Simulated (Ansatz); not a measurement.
One geometry of the cluster SiB₇, several levels of theory.

```yaml
crystal:
  periodic: [false, false, false]
  atoms:
    - {symbol: B, position_ang: [1.465889, 1.580094, 0.391136]}
    - {symbol: B, position_ang: [2.546749, 0.849932, 1.215735]}
    - {symbol: B, position_ang: [0.134613, 0.873963, -0.171342]}
    - {symbol: B, position_ang: [1.297401, -0.092370, 0.766588]}
    - {symbol: B, position_ang: [-1.181076, 0.077718, -0.697262]}
    - {symbol: B, position_ang: [-0.035303, -0.850034, 0.219005]}
    - {symbol: B, position_ang: [-1.381280, -1.540176, -0.353621]}
    - {symbol: Si, position_ang: [-2.846991, -0.899127, -1.370239]}
basis:
  gaussian: {orbitals: def2-TZVP, initial_orbitals: start.molden}
magnetization: {spin_polarized: true, initial_magnetization: 1}
hamiltonian: {xc: {name: wB97M-V}}
scf: {omitted_lower_state_checks: [starts]}
output: {orbitals: {seedname: orbitals}}
```

The file start.molden holds the orbitals of an earlier run on this structure, at another level or in another basis.

```sh
$ ansatz run in.yaml --threads 4 --pin off --events-out ev --progress --plain --max-ram 4787MiB
```

It prints (some lines left out):

```
Functional definition: wB97M-V
1435 factors; their error is unknown
374 factors; integrals over basis functions are off by at most 9.3e-6 eV
mean field evaluation 1: about -12602.8453 eV, gradient 7.8e0 eV
mean field evaluation 2: about -12603.0093 eV, gradient 2.5e-1 eV
mean field evaluation 4: about -12603.0174 eV, gradient 8.2e-3 eV
mean field evaluation 8: about -12603.0174 eV, gradient 1.6e-5 eV
mean field -12603.01743156 eV, -463.1523479778 hartree, gradient 1.6e-5 eV, S^2 0.819669; 0 other end points of the search recorded, 0 dependent functions left out
reference -12603.01748023 eV, -463.1523497662 hartree; 25, 24 occupied and 229, 230 virtual orbitals, 1435 factors
Total energy: -12603.01748023 eV, -463.1523497662 hartree
Checks for a lower state left out: starts
```

Hardware: 4 threads of Arm Neoverse V1 on a shared host. Wall time 25 s, peak host memory 1.3 GiB.

First input, but with `hamiltonian: {xc: pbe0, dispersion: d4}` (abridged; 13 s):

```
Functional definition: PBE0
mean field evaluation 16: about -12595.8242 eV, gradient 8.2e-6 eV
mean field -12595.82416983 eV, -462.8880004852 hartree, gradient 8.2e-6 eV, S^2 0.824141
Total energy: -12596.08294027 eV, -462.8975101232 hartree
Checks for a lower state left out: starts
```

The first input with `hamiltonian: {xc: pbe, dispersion: d4}`, `output: {forces: true, orbitals: {seedname: orbitals}}` (abridged; 6.5 s):

```
Functional definition: PBE
mean field -12594.68736319 eV, -462.8462236114 hartree, gradient 1.7e-5 eV, S^2 0.788176
Total energy: -12594.99105004 eV, -462.8573838975 hartree
Atom 0 force     0.044630    -0.439000     0.148270 eV/Å
Atom 1 force    -0.509226     0.068543    -0.311200 eV/Å
Atom 2 force     0.049333    -0.091831     0.056834 eV/Å
Atom 3 force    -0.090148     0.113009    -0.083083 eV/Å
Atom 4 force     0.221633    -0.077507     0.147792 eV/Å
Atom 5 force    -0.032188     0.115255    -0.049973 eV/Å
Atom 6 force     0.129768     0.341552    -0.022901 eV/Å
Atom 7 force     0.186198    -0.030021     0.114260 eV/Å
Dipole moment:    -0.074801    -0.027920    -0.035174 e Å
Checks for a lower state left out: starts
```

The first input with `hamiltonian: {xc: {name: BHLYP}, dispersion: d4}` (abridged; 15 s):

```
Functional definition: BHLYP
mean field -12602.49620509 eV, -463.1331932585 hartree, gradient 1.2e-5 eV, S^2 0.842523
Total energy: -12602.91923604 eV, -463.1487393589 hartree
Checks for a lower state left out: starts
```

As the first input, with `gaussian: {orbitals: def2-SVP, initial_orbitals: start.molden}`, `correlation: {method: ccsd_t}`, `scf: {omitted_lower_state_checks: [starts, cluster_reference]}` and without the key `hamiltonian` (abridged; 25 s):

```
Functional definition: HF
mean field -12549.84318415 eV, -461.1982304284 hartree, gradient 2.6e-6 eV, S^2 1.220437
12 core orbitals not correlated: weight in the atoms' cores, before any rotation towards them, 1.000 or more for the frozen orbitals, at most 0.000 for the correlated occupied ones
second order -17.07239185 eV of doubles, -0.00000000 eV of singles
cycle   1  -17.05239440 eV  change    2.0e-2 eV  update   1.7e-1
cycle   2  -17.77728844 eV  change   -7.2e-1 eV  update   6.3e-2
cycle   3  -18.00796973 eV  change   -2.3e-1 eV  update   4.7e-2
cycle   4  -18.04928349 eV  change   -4.1e-2 eV  update   2.6e-2
cycle   5  -18.08243838 eV  change   -3.3e-2 eV  update   1.8e-2
cycle   6  -18.09557104 eV  change   -1.3e-2 eV  update   7.4e-3
cycle   7  -18.09779681 eV  change   -2.2e-3 eV  update   3.5e-3
cycle   8  -18.10059143 eV  change   -2.8e-3 eV  update   1.8e-3
cycle   9  -18.10092401 eV  change   -3.3e-4 eV  update   9.9e-4
cycle  10  -18.10043202 eV  change    4.9e-4 eV  update   5.9e-4
cycle  11  -18.10077801 eV  change   -3.5e-4 eV  update   3.5e-4
cycle  12  -18.10083699 eV  change   -5.9e-5 eV  update   1.8e-4
cycle  13  -18.10094077 eV  change   -1.0e-4 eV  update   9.4e-5
cycle  14  -18.10099093 eV  change   -5.0e-5 eV  update   4.6e-5
cycle  15  -18.10095958 eV  change    3.1e-5 eV  update   2.5e-5
cycle  16  -18.10096368 eV  change   -4.1e-6 eV  update   1.7e-5
perturbative correction -1.41740856 eV, -0.0520888037 hartree
Total energy: -12569.36155639 eV, -461.9155173779 hartree
Checks for a lower state left out: starts, cluster_reference
```

The first input with `hamiltonian: {xc: r2scan, dispersion: d4}` (abridged; 13 s):

```
Functional definition: r2SCAN
mean field -12602.26438615 eV, -463.1246740694 hartree, gradient 2.5e-5 eV, S^2 0.838596
Total energy: -12602.33381546 eV, -463.1272255493 hartree
Checks for a lower state left out: starts
```

Geometry: PBE-D4/def2-SVP.

Correlated methods freeze 12 core orbitals. At BHLYP-D4/def2-TZVP, CCSD(T)/def2-SVP, r2SCAN-D4/def2-TZVP the charge 0 doublet is spin-contaminated (final ⟨S²⟩ up to 1.22, 0.75 for a pure state). Another isomer (doublet) lies 0.24 eV lower at PBE0-D4/def2-TZVP; other spin states weren't run for this one.
